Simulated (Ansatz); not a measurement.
Geometry optimisation, Ansatz 0.2.0, DFT PBE, scalar-relativistic, plane waves, PAW.

The input (input.yaml):

```yaml
crystal:
  lattice:
    - [5.727565, 0.0, 0.0]
    - [4.295674, 7.440325, 0.0]
    - [0.0, 0.0, 20.014806]
  atoms:
    - { symbol: Al, position: [0.0, 0.0, 0.049963] }
    - { symbol: Al, position: [0.5, 0.0, 0.049963] }
    - { symbol: Al, position: [0.0, 0.3333333, 0.049963] }
    - { symbol: Al, position: [0.5, 0.3333333, 0.049963] }
    - { symbol: Al, position: [0.0, 0.6666667, 0.049963] }
    - { symbol: Al, position: [0.5, 0.6666667, 0.049963] }
    - { symbol: Al, position: [0.1666667, 0.1111111, 0.16679] }
    - { symbol: Al, position: [0.6666667, 0.1111111, 0.16679] }
    - { symbol: Al, position: [0.1666667, 0.4444444, 0.16679] }
    - { symbol: Al, position: [0.6666667, 0.4444444, 0.16679] }
    - { symbol: Al, position: [0.1666667, 0.7777778, 0.16679] }
    - { symbol: Al, position: [0.6666667, 0.7777778, 0.16679] }
    - { symbol: Al, position: [-0.1666667, 0.2222222, 0.2836169] }
    - { symbol: Al, position: [0.3333333, 0.2222222, 0.2836169] }
    - { symbol: Al, position: [-0.1666667, 0.5555556, 0.2836169] }
    - { symbol: Al, position: [0.3333333, 0.5555556, 0.2836169] }
    - { symbol: Al, position: [-0.1666667, 0.8888889, 0.2836169] }
    - { symbol: Al, position: [0.3333333, 0.8888889, 0.2836169] }
    - { symbol: Al, position: [0.0, 0.0, 0.4004438] }
    - { symbol: Al, position: [0.5, 0.0, 0.4004438] }
    - { symbol: Al, position: [0.0, 0.3333333, 0.4004438] }
    - { symbol: Al, position: [0.5, 0.3333333, 0.4004438] }
    - { symbol: Al, position: [0.0, 0.6666667, 0.4004438] }
    - { symbol: Al, position: [0.5, 0.6666667, 0.4004438] }
    - { symbol: O, position: [0.8505835, 0.5456284, 0.4554032] }
    - { symbol: O, position: [0.7999197, 0.6751772, 0.5053662] }
    - { symbol: H, position: [0.7593887, 0.7788162, 0.4803847] }
basis:
  ecutwfc: 420.0
kpoints:
  mp_grid: { grid: [4, 3, 1] }
hamiltonian:
  xc: pbe
scf:
  occupations: { method: gaussian, width: 0.15 }
  lower_state_search: "off"
relax:
  f_tol: 0.03
  max_steps: 60
  adjacent_minimum: "off"
  constraints: [{ sites: [0, 1, 2, 3, 4, 5] }]
output:
  write_density: true
  write_potential: true
  elf: true
  volumetric_format: npy
```

Run as:

```bash
$ ansatz run input.yaml --threads 2 --pin off --max-ram 5120MiB --backend cpu --events-out ev --progress --plain --runs-dir out
```

Q: Where does it end, and by what steps?

A: It converged. The force dipped under the threshold on the way, but the program's further checks kept it going. Limits of this set-up: coarse k mesh, thin slab, slab without dipole correction, odd electron count without spin. After 20 steps the energy has fallen by 6.367 eV; H27 moved furthest, 2.02 Å. Parted: O25–O26 (1.41 → 2.94 Å).

| step | energy less start (eV) | largest force component (eV/Å) | accepted |
| --- | --- | --- | --- |
| 0 | 0.0000 | 5.792 | yes |
| 1 | -0.8037 | 2.685 | yes |
| 2 | -1.2551 | 2.561 | yes |
| 3 | -1.8680 | 3.302 | yes |
| 4 | -2.6704 | 3.083 | yes |
| 5 | -3.7949 | 2.352 | yes |
| 6 | -4.8986 | 2.828 | yes |
| 7 | -5.7572 | 1.971 | yes |
| 8 | -6.0013 | 1.210 | yes |
| 9 | -6.1840 | 0.836 | yes |
| 10 | -6.2328 | 0.540 | yes |
| 11 | -6.2832 | 0.374 | yes |
| 12 | -6.3206 | 0.251 | yes |
| 13 | -6.3460 | 0.228 | yes |
| 14 | -6.3554 | 0.400 | yes |
| 15 | -6.3544 | 0.430 | no |
| 16 | -6.3634 | 0.099 | yes |
| 17 | -6.3660 | 0.041 | yes |
| 18 | -6.3669 | 0.121 | yes |
| 19 | -6.3674 | 0.020 | yes |
| 20 | -6.3674 | 0.020 | yes |

```xyz
27
Lattice="5.7276 0.0000 0.0000 4.2957 7.4403 0.0000 0.0000 0.0000 20.0148" Properties=species:S:1:pos:R:3
Al 0.000 0.000 1.000
Al 2.864 0.000 1.000
Al 1.432 2.480 1.000
Al 4.296 2.480 1.000
Al 2.864 4.960 1.000
Al 5.728 4.960 1.000
Al 1.421 0.836 3.334
Al 4.284 0.821 3.352
Al 2.851 3.314 3.278
Al 5.714 3.317 3.319
Al 4.285 5.808 3.319
Al 7.144 5.811 3.301
Al -0.009 1.683 5.586
Al 2.843 1.676 5.580
Al 1.447 4.158 5.518
Al 4.247 4.170 5.615
Al 2.838 6.596 5.645
Al 5.706 6.632 5.657
Al -0.052 0.045 7.936
Al 2.831 0.090 7.931
Al 1.391 2.513 7.909
Al 4.279 2.457 7.834
Al 2.822 5.255 8.976
Al 5.545 5.012 7.964
O 7.056 4.192 8.693
O 8.947 5.281 10.660
H 8.335 4.940 11.327
```

The run took 5.9 min on 2 threads of Arm Neoverse V2, with other jobs on the host, peak memory 1.3 GiB.
